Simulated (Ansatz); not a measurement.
Si2H4F2 (SMILES F[SiH2][SiH2]F): the energy to break a bond

The species is Si2H4F2 (8 atoms), meant as a singlet with charge 0. SMILES: `F[SiH2][SiH2]F`. The shape was relaxed beforehand at PBE0/def2-SVP. This is one conformer, not always the lowest.

```
atom    x (Å)    y (Å)    z (Å)
   F  -1.9584   1.1835  -0.2492
  Si  -0.3503   1.1290   0.0146
  Si   0.3602  -1.1075   0.0515
   F   0.3009  -1.7209  -1.4581
   H   0.3324   1.9039  -1.0615
   H  -0.0715   1.7620   1.3387
   H   1.7745  -1.1729   0.5280
   H  -0.5026  -1.9428   0.9360
```

Wanted: the dissociation energy of the H8–Si3 bond into doublet H and doublet Si2H3F2 (shapes relaxed at PBE0/def2-SVP, no zero-point term). 1 Eh = 2625.50 kJ/mol = 27.2114 eV. Totals in Eh; open shells run unrestricted unless said.

| level | program | Si2H4F2 | doublet H | doublet Si2H3F2 |
| --- | --- | --- | --- | --- |
| HF/def2-SVP | Ansatz | -778.826048 | -0.499278 | -778.205688 |
| B3LYP/def2-SVP | Ansatz | -780.868083 | -0.501259 | -780.219582 |
| wB97M-V/def2-SVP | Ansatz | -780.720130 | -0.491712 | -780.076477 |

Q: Work out the dissociation energy at each level.

A: 
1. HF/def2-SVP: (-0.499278) + (-778.205688) − (-778.826048) = 0.121082 Eh = 317.9 kJ/mol = 3.29 eV.
2. B3LYP/def2-SVP: (-0.501259) + (-780.219582) − (-780.868083) = 0.147242 Eh = 386.6 kJ/mol = 4.01 eV.
3. wB97M-V/def2-SVP: (-0.491712) + (-780.076477) − (-780.720130) = 0.151941 Eh = 398.9 kJ/mol = 4.13 eV.

The levels span 318 to 399 kJ/mol; no measured value is set beside them. Hartree–Fock lacks the correlation of the electrons that are unpaired, so it comes out low. A bond enthalpy at 298 K also holds the loss of zero-point energy and thermal terms.
